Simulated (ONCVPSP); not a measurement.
## Which setting gave this result? (hydrogen, ONCV)

Base potential:

H, optimised norm-conserving Vanderbilt (ONCV), made with ONCVPSP 4.0.1 (PBE, scalar-relativistic). Core none, reference 1s1. Waves: 1s: rc 1.35 bohr, ncon 4, nbas 7, qcut 6 1/bohr, 2 projectors, debl 1.3 Ha; p scattering state at 0.46 Ha: rc 1.25 bohr, ncon 3, nbas 6, qcut 7.3 1/bohr, 2 projectors, debl 2.2 Ha. Local part: polynomial inside 1.15 bohr (lpopt 5, dvloc0 0 Ha). Core correction: none.

Cutoffs, loose and tight: the cutoffs (Ha) at which the residual kinetic energy of the hardest occupied pseudo-wave falls to 1 and 0.1 mHa per electron. They do not see the model core or the augmentation charge, which bear on the density cutoff. Test errors are all-electron minus pseudo excitation energies from the reference, over the configurations 1s0.5; variants that change the core or the reference have their own tests.

Only the s radius is moved:

| s radius (bohr) | cutoff, loose | cutoff, tight | bound ghosts |
| --- | --- | --- | --- |
| 0.92 | 19 Ha | 105 Ha | none |
| 1.12 | 15 Ha | 40 Ha | none |
| 1.38 | 12 Ha | 17 Ha | none |
| 1.5 | 11 Ha | 15 Ha | none |
| 1.98 | 8.9 Ha | 12 Ha | none |

Problem. One more run gave cutoff, loose: 10 Ha; cutoff, tight: 14 Ha; bound ghosts: none. Which value of the s radius was used?

Solution. 1.68 bohr. The loose cutoff moves one way along this sweep, from 19 Ha at 0.92 to 8.9 Ha at 1.98 bohr, which places the run between 1.5 and 1.98 bohr.
